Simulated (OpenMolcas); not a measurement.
**Mn3+ in a point-charge field**

Mn3+ among 4 point charges of -1.6 e arranged as a tetrahedron (Td), 1.7 Å from the ion.
```
   0.9815    0.9815    0.9815  -1.60
   0.9815   -0.9815   -0.9815  -1.60
  -0.9815    0.9815   -0.9815  -1.60
  -0.9815   -0.9815    0.9815  -1.60
```

- Program: OpenMolcas 26.06
- Method: SS-CASPT2, IPEA 0.25 Eh, imaginary shift 0.1 Eh (closed shells correlated: 3s 3p)
- Basis: ANO-RCC-VDZP [5s4p2d1f]
- Scalar Hamiltonian: DKH2, point nucleus
- Active space: 4 electrons in 5 orbitals (3d)
- State averaging: 2S+1 = 5 even, 5 roots; 2S+1 = 3 even, 45 roots; 2S+1 = 1 even, 50 roots
- Spin-orbit coupling: RASSI with atomic mean-field integrals over the reference wave functions

The lowest spin-free states (labels of Td), above the lowest:

| State | Degeneracy | E (cm-1) | Free-ion L (%) |
| --- | --- | --- | --- |
| 5T2 | 3 | 0 | D (100) |
| 5E | 2 | 2770 | D (100) |
| 3T1 | 3 | 21410 | H (80) |
| 3T2 | 3 | 22290 | H (92) |
| 3T1 | 3 | 22760 | H (75) |
| 3T1 | 3 | 23430 | P (69) |
| 3E | 2 | 23980 | H (98) |
| 3T2 | 3 | 24410 | F (60) |
| 3A2 | 1 | 25590 | F (100) |
| 3T1 | 3 | 26080 | F (54) |
| 3T2 | 3 | 26280 | G (65) |
| 3E | 2 | 27760 | G (97) |
| 3A1 | 1 | 29130 | G (100) |
| 3T1 | 3 | 29620 | G (77) |
| 1A1 | 1 | 31070 | I (59) |
| 1T1 | 3 | 31870 | I (75) |
| 3T2 | 3 | 32820 | D (99) |
| 1A1 | 1 | 32980 | G (52) |
| 1T2 | 3 | 33200 | I (97) |
| 1E | 2 | 33420 | G (51) |

The lowest levels with spin-orbit coupling:

```csv
E (cm-1),Degeneracy,Label,2S+1
0,1,A1,5
42,3,T1,5
82,3,T2,5
330,2,E,5
360,3,T1,5
550,3,T2,5
3050,1,A2,5
3070,3,T2,5
3090,2,E,5
3100,3,T1,5
3110,1,A1,5
21250,1,A1,3
21520,3,T1,3
21740,2,E,3
21790,3,T2,3
22440,3,T1,3
22510,2,E,3
22630,3,T2,3
22700,1,A2,3
22910,1,A1,3
```

Powder χT (cm3 K/mol): 0.09 at 2 K, 0.449 at 10 K, 1.35 at 50 K, 1.63 at 100 K, 2 at 200 K, 2.26 at 300 K. The effective moment at 300 K is 2.828 √(χT) = 4.25 μB.

The lowest level has 2S+1 = 5, for which the spin-only value is χT = S(S+1) / 2 = 3.000 cm3 K/mol (g = 2). The computed 2.259 at 300 K differs by -0.741, through orbital momentum, spin-orbit coupling and any other state in reach. With a threefold ground state the orbital momentum is unquenched, so the spin-only value is not expected to hold.

Roots that are degenerate in the reference are averaged as groups; the widest CASPT2 spread within a group is 530 cm-1 (the 3-fold group of multiplicity 3 near 56200 cm-1 above the lowest state of its run). Shifts and gaps below about the spread of the groups concerned are not significant. An orbital triplet at a regular site is open to Jahn-Teller coupling, which can distort the site and quench the lowest spin-orbit gaps and is left out. The ground term spreads over less than 5000 cm-1, several times less than with real ligands, so orbital moments are less quenched and χT lies further from the spin-only value than at real sites. Free-ion shares, where given, are those of the reference states; single-state CASPT2 does not remix them. Point charges carry no covalency, so the field is a model and not that of real ligands. No measured value stands beside these numbers.
